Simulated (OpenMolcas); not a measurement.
## 3d7 along the 25-electron sequence

```
Program             : OpenMolcas 26.06
Method              : MS-CASPT2, IPEA 0.25 Eh, imaginary shift 0.1 Eh
Basis               : ANO-RCC-VTZP
Scalar Hamiltonian  : DKH2, point nucleus
Spin-orbit coupling : RASSI with atomic mean-field integrals over the reference wave functions, term energies averaged over their components
```

Active space for each ion: 7 electrons in 5 orbitals (3d); closed shells correlated by CASPT2: 3s 3p.

Computed levels in cm-1 above 4F 9/2:

```tsv
Level	Co2+	Ni3+	Cu4+
4F 7/2	857	1151	1554
4F 5/2	1483	1985	2660
4F 3/2	1910	2550	3410
4P 5/2	15530	18460	20900
4P 3/2	15730	18680	21120
4P 1/2	16180	19320	22030
2G 9/2	16380	19680	22330
2G 7/2	17190	20760	23810
2P 3/2	19750	23520	26750
weight of 4F in the lowest level (%)	100	100	100
```

Measured, with the error of the calculation in %. Measured levels: Co2+ from Sugar and Corliss, J. Phys. Chem. Ref. Data 10, 1097 (1981); Ni3+ from Corliss and Sugar, J. Phys. Chem. Ref. Data 10, 197 (1981); Cu4+ from Sugar and Musgrove, J. Phys. Chem. Ref. Data 19, 527 (1990).

| Level | Co2+ | Ni3+ | Cu4+ |
| --- | --- | --- | --- |
| 4F 7/2 | 841 (+1.9) | 1190 (-3.3) | 1616 (-3.8) |
| 4F 5/2 | 1451 (+2.2) | 2042 (-2.8) | 2759 (-3.4) |
| 4F 3/2 | 1867 (+2.3) | 2621 (-2.6) | 3528 (-3.3) |
| 4P 5/2 | 15202 (+2.1) | 18119 (+1.9) | 20827 (+0.3) |
| 4P 3/2 | 15428 (+2.0) | 18367 (+1.7) | 21066 (+0.2) |
| 4P 1/2 | 15811 (+2.4) | 18958 (+1.9) | 21935 (+0.5) |
| 2G 9/2 | 16978 (-3.5) | 19830 (-0.8) | 22575 (-1.1) |
| 2G 7/2 | 17766 (-3.3) | 20948 (-0.9) | 24100 (-1.2) |
| 2P 3/2 | 20195 (-2.2) | 23649 (-0.5) | 27016 (-1.0) |

The fine-structure level 4F 3/2 changes by a factor of 1.79 from Co2+ to Cu4+. Its fourth root runs 6.61, 7.11, 7.64, with steps per unit of Z of 0.50, 0.54; equal steps would mean a (Z - σ)^4 law with constant σ.

4P 5/2 changes by a factor of 1.35 over the same range, with steps per unit of Z of +2930, +2440 cm-1.

CASPT2 does not keep the components of a term degenerate, so their means are used; among the terms shown or strongly mixed into the levels shown the widest spread is 990 cm-1 (3d7 4F, Ni3+). Computed and measured levels are paired by configuration, term and J; levels that our copy of the source lacks, or whose pairing is in doubt (as where it misses far off the trend of its configuration), stay unpaired and out of the deviations. Only configurations of the active space appear.
